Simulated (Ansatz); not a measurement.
The cluster K3I2. Charge 0, multiplicity 2. Geometry B3LYP-D4/def2-SVP.

```xyz
5

K     1.067   -1.292    1.884
K    -0.236   -1.070   -2.282
K    -0.815    2.353    0.441
I     2.052    0.834   -0.622
I    -2.068   -0.824    0.579
```

In the def2 sets I takes a core potential; there is no spin–orbit coupling. Another isomer (doublet) lies 0.03 eV lower at PBE0-D4/def2-TZVP; other spin states weren't run for this one.

Task: Estimate the α-spin orbital energies around the gap (eV) in Ansatz with PBE-D4/def2-SVP, PBE-D4/def2-TZVP, B97M-V/def2-TZVP, PBE0-D4/def2-SVP, PBE0-D4/def2-TZVP.

Result: 
```csv
orbital,PBE-D4/def2-SVP,PBE-D4/def2-TZVP,B97M-V/def2-TZVP,PBE0-D4/def2-SVP,PBE0-D4/def2-TZVP
HOMO−9,-18.83,-18.56,-19.51,-20.89,-20.64
HOMO−8,-15.44,-15.49,-15.89,-17.38,-17.41
HOMO−7,-15.40,-15.45,-15.85,-17.33,-17.36
HOMO−6,-5.87,-5.92,-6.14,-7.02,-7.05
HOMO−5,-5.67,-5.70,-5.92,-6.76,-6.78
HOMO−4,-5.66,-5.69,-5.91,-6.75,-6.77
HOMO−3,-5.52,-5.56,-5.78,-6.61,-6.63
HOMO−2,-5.51,-5.55,-5.77,-6.60,-6.62
HOMO−1,-5.22,-5.29,-5.53,-6.32,-6.36
HOMO,-2.16,-2.16,-2.17,-2.37,-2.37
LUMO,-1.63,-1.62,-1.71,-1.29,-1.27
LUMO+1,-1.62,-1.60,-1.70,-1.27,-1.25
LUMO+2,-0.68,-0.72,-0.73,-0.20,-0.25
LUMO+3,-0.64,-0.68,-0.70,-0.16,-0.22
LUMO+4,-0.13,-0.12,-0.39,0.36,0.36
LUMO+5,0.22,0.01,-0.19,0.55,0.51
β HOMO,-5.21,-5.27,-5.52,-6.29,-6.33
β LUMO,-1.81,-1.79,-1.13,-1.30,-1.29
```
